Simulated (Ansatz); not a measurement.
`C#CC[SiH2]C` → `C#CCC` + `[SiH2]`  (silylene formation by 1,1-elimination)

Gas-phase electronic energies from Ansatz, PBE0-D4/def2-TZVP geometries. CBS: MP2 limit from def2 TZ/QZ plus the TZ coupled-cluster correction, frozen cores. This one scheme is used for every species. DFT in def2-TZVPP. B3LYP here is the variant with VWN-RPA as its local correlation; programs differ in this. One conformer a species, not always the lowest.

```
             level  ΔE (kJ/mol)  difference from CCSD(T)/CBS
            PBE-D4        283.3                          5.7
          B3LYP-D4        273.3                         -4.3
           ωB97X-V        286.5                          8.9
               PBE        273.8                         -3.8
            r2SCAN        299.0                         21.4
              PBE0        282.6                          5.0
             B3LYP        258.3                        -19.3
CCSD(T)/def2-TZVPP        269.3                         -8.3
    MP2/def2-QZVPP        297.9                         20.3
     MP2/CBS(def2)        301.1                         23.5
       CCSD(T)/CBS        277.6                            0
```

Largest T1 diagnostic among the species: 0.014.

From PBE to PBE0 (25 % exact exchange), in def2-TZVPP and without D4, ΔE moves by +8.8 kJ/mol. In def2-TZVPP, CCSD(T) changes the Hartree–Fock value by +20.3 kJ/mol (the triples alone add +5.5 kJ/mol) and MP2 by +43.8 kJ/mol. The D4 term adds +15.1 kJ/mol with B3LYP and +8.4 kJ/mol with PBE0; it sums over pairs of atoms, weighted by their polarisabilities, and B3LYP, whose exchange is more repulsive, gets the larger term.
